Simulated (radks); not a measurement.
Results of a calculation; reference values are marked as such.
Excited configurations of Be III: one electron is placed in a higher orbital outside 1s1. The ground configuration is [He]. Code: a radial shooting solver on a logarithmic mesh with Libxc functionals. Model: non-relativistic Kohn-Sham, LDA (Slater exchange, Perdew-Wang correlation), spin-polarised, spherical densities, point nucleus; open shells are filled with parallel spins first. Excitation = E - E(ground); binding = E(ion) - E, where the ion is the core of charge +3; n* = 3/sqrt(2 binding) in atomic units, and the quantum defect is n - n*.

[
 {"outer orbital": "2p", "excitation (eV)": "119.87", "binding (eV)": "32.045", "quantum defect": "0.045", "eigenvalue (eV)": "-26.113", "<r> (bohr)": "1.585"},
 {"outer orbital": "3p", "excitation (eV)": "137.40", "binding (eV)": "14.510", "quantum defect": "0.095", "eigenvalue (eV)": "-12.315", "<r> (bohr)": "3.940"},
 {"outer orbital": "3d", "excitation (eV)": "138.29", "binding (eV)": "13.624", "quantum defect": "0.002", "eigenvalue (eV)": "-11.178", "<r> (bohr)": "3.490"},
 {"outer orbital": "4p", "excitation (eV)": "143.71", "binding (eV)": "8.207", "quantum defect": "0.137", "eigenvalue (eV)": "-7.078", "<r> (bohr)": "7.262"},
 {"outer orbital": "4d", "excitation (eV)": "144.05", "binding (eV)": "7.866", "quantum defect": "0.055", "eigenvalue (eV)": "-6.693", "<r> (bohr)": "6.887"},
 {"outer orbital": "5s", "excitation (eV)": "146.51", "binding (eV)": "5.405", "quantum defect": "0.240", "eigenvalue (eV)": "-4.727", "<r> (bohr)": "11.58"},
 {"outer orbital": "5d", "excitation (eV)": "146.81", "binding (eV)": "5.103", "quantum defect": "0.102", "eigenvalue (eV)": "-4.409", "<r> (bohr)": "11.25"},
 {"outer orbital": "6s", "excitation (eV)": "148.16", "binding (eV)": "3.747", "quantum defect": "0.284", "eigenvalue (eV)": "-3.292", "<r> (bohr)": "16.79"},
 {"outer orbital": "6p", "excitation (eV)": "148.24", "binding (eV)": "3.672", "quantum defect": "0.226", "eigenvalue (eV)": "-3.217", "<r> (bohr)": "16.81"},
 {"outer orbital": "7p", "excitation (eV)": "149.21", "binding (eV)": "2.706", "quantum defect": "0.273", "eigenvalue (eV)": "-2.382", "<r> (bohr)": "23.04"},
 {"outer orbital": "7d", "excitation (eV)": "149.27", "binding (eV)": "2.647", "quantum defect": "0.198", "eigenvalue (eV)": "-2.322", "<r> (bohr)": "22.89"}
]

The Delta-SCF ionisation energy is 151.91 eV (NIST Atomic Spectra Database: 153.90 eV, theoretical). Self-interaction in the functional shifts the binding energies and quantum defects, so they are the method's values and not measured ones.
